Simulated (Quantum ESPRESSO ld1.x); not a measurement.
ld1.x (Quantum ESPRESSO 7.5) input

```
 &input
    zed=16.0,
    iswitch=1,
    rel=2,
    dft='SLA-VWN',
    config='[Ne] 3s2',
    rel_dist='energy',
    lsmall=.true.,
    prefix='ld1',
    max_out_wfc=37,
    file_charge='ld1.rho',
 /
```

Command: `OMP_NUM_THREADS=1 ld1.x < ld1.in > ld1.out`

It prints (banner and zero overlaps left out):

```
     Program LD1 v.7.5 starts

     --------------------------- All-electron run ----------------------------

     dirac relativistic calculation

     atomic number is 16.00
     dft =SLA-VWN   lsd =0 sic =0 latt =0  beta=0.20 tr2=1.0E-14
     Exchange-correlation= SLA-VWN
                           (   1   2   0   0   0   0   0)
     mesh =1923 r(mesh) =  99.82426 a.u. xmin = -8.00 dx = 0.00800
     1 Ry =  13.60569312 eV, c = 137.03599908

     n l j   nl                  e(Ry)          e(Ha)          e(eV)
     Spin orbit split results
     1 0 0.5 1S 1( 2.00)      -180.7393       -90.3697     -2459.0838
     2 0 0.5 2S 1( 2.00)       -19.8563        -9.9282      -270.1588
     2 1 0.5 2P 1( 2.00)       -15.9504        -7.9752      -217.0167
     2 1 1.5 2P 1( 4.00)       -15.8566        -7.9283      -215.7404
     3 0 0.5 3S 1( 2.00)        -4.8553        -2.4276       -66.0595
     Averaged results
     1 0     1S 1( 2.00)      -180.7393       -90.3697     -2459.0838
     2 0     2S 1( 2.00)       -19.8563        -9.9282      -270.1588
     2 1     2P 1( 6.00)       -15.8879        -7.9439      -216.1658
     3 0     3S 1( 2.00)        -4.8553        -2.4276       -66.0595

     final scf error:  1.9E-15 reached in  16 iterations

     Etot =    -787.196884 Ry,    -393.598442 Ha,  -10710.359236 eV

     Ekin =     790.275847 Ry,     395.137924 Ha,   10752.250661 eV
     Encl =   -1827.750817 Ry,    -913.875408 Ha,  -24867.816715 eV
     Eh   =     295.589535 Ry,     147.794768 Ha,    4021.700509 eV
     Exc  =     -45.311450 Ry,     -22.655725 Ha,    -616.493690 eV

     normalization and overlap integrals

     s(1S/1S) =  1.000000  <r> =   0.0971  <r2> =    0.0127  r(max) =   0.0635
     s(2S/2S) =  1.000000  <r> =   0.4787  <r2> =    0.2726  r(max) =   0.3873
     s(2P/2P) =  1.000000  <r> =   0.4386  <r2> =    0.2403  r(max) =   0.3222
     s(2P/2P) =  1.000000  <r> =   0.4408  <r2> =    0.2426  r(max) =   0.3248
     s(3S/3S) =  1.000000  <r> =   1.4641  <r2> =    2.4439  r(max) =   1.3066

     ------------------------ End of All-electron run ------------------------
```

Run on one thread of a shared host, so times are rough (Intel(R) Xeon(R) Processor @ 2.60GHz): 0.51 s of CPU time, 0.54 s wall, 16 iterations on 1923 mesh points.
